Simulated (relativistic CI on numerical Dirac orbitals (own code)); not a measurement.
# Fe3+: 3s photoemission

Computed with this model: Dirac-Coulomb-Breit CI, orbitals from a KLI potential per configuration, QED by a radiative potential, valence Slater integrals scaled by 0.8, multiplet model of photoemission in the sudden approximation; configurations [Ar] 3d5 → [Ne] 3s 3p6 3d5; 300 K; Lorentzian 2.1 eV and Gaussian 0.6 eV FWHM. Energies are those of the free ion, without screening or charge transfer. The energies are binding energies and can lie tens of eV above those of solids. Without intra-shell correlation the exchange splitting of an s hole comes out too large, often by half or more. S is read from ⟨S²⟩ = S(S + 1).

free ion: ground-state S = 2.50, centroid 149.31 eV. Peaks (eV, height): 144.2 (100), 156.6 (72).

Strongest unbroadened transitions for free ion:

| Energy (eV) | Relative strength |
| --- | --- |
| 144.14 | 100.0 |
| 150.79 | 0.0 |
| 156.54 | 71.4 |
| 158.82 | 0.0 |
| 159.13 | 0.0 |
